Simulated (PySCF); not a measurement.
A calculated (LDA, PySCF 2.14, x2c-TZVPPall with one added diffuse shell each of s, p, d type, scalar relativity by spin-free X2C-1e) atom or ion has these occupied shells.

| shell | electrons | orbital energy (eV) | rms radius, mean of both spins (bohr) |
| --- | --- | --- | --- |
| 1s α | 1 | -529.60 | 0.233 |
| 1s β | 1 | -529.00 | 0.233 |
| 2s β | 1 | -38.326 | 1.21 |
| 2p α | 3 | -25.435 | 1.25 |
| 2p β | 1 | -23.521 | 1.25 |

Problem. Name the element and its charge.

Solution. O⁺ (oxygen, charge +1), in [He] 2s1 2p4, 2s spin antiparallel (an excited configuration).
